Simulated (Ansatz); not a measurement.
System: IrO2, charge 0, multiplicity 2. The spin state was set by rule; other spins were not relaxed. SMILES: [O]=[Ir]=[O]
Coordinates optimised at B3LYP-D3(BJ)/def2-TZVP (Ansatz, a quantum-chemistry and plane-wave program):
```xyz
3

Ir    -0.0001     0.0028     0.0188
O      1.6948    -0.0173    -0.0851
O     -1.6943    -0.0097    -0.0956
```
Charge 0, spin multiplicity 2.

Parts of the frozen-core correlation energy in def2-SVP (Ansatz, hartree). Frozen orbitals: 6; correlated occupied orbitals by spin: 11 and 10; virtual: 43 and 44. Open shells are spin-unrestricted. No spin-orbit coupling. Past Kr the def2 sets carry scalar-relativistic core potentials. The program attaches cautions to this run: large difference.

| term | value |
|---|---|
| reference (HF) | -252.92888 |
| MP2 opposite-spin | (withheld) |
| MP2 same-spin | -0.19412 |
| CCSD correlation | (withheld) |
| (T) | (withheld) |
| T1 diagnostic | 0.102 |
| largest doubles amplitude | 0.071 |
| <S^2> of the reference | 1.742 |

Fill in the missing entries.


- MP2 opposite-spin, value: -0.39945
- CCSD correlation, value: -0.63342
- (T), value: -0.03798
